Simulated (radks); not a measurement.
The numbers below are computed, except where a source is named.
The potassium ion K2+, 17 electrons, occupied as [Ne] 3s2 3p5. Code: a radial shooting solver on a logarithmic mesh with Libxc functionals. Model: Dirac Kohn-Sham, PBE, spin-unpolarised, spherical densities, point nucleus; open shells are shared between the two j in proportion to 2j + 1.

X-ray form factor f0, the Fourier transform of the density (f0(0) = 17):

sin(theta)/lambda (1/angstrom)  f0 (electrons)
0.05                                    16.719
0.1                                     15.932
0.15                                    14.788
0.2                                     13.474
0.25                                    12.160
0.3                                     10.963
0.4                                      9.112
0.5                                      7.921
0.6                                      7.129
0.8                                      5.943
1                                        4.842
1.25                                     3.624
1.5                                      2.721
2                                        1.753
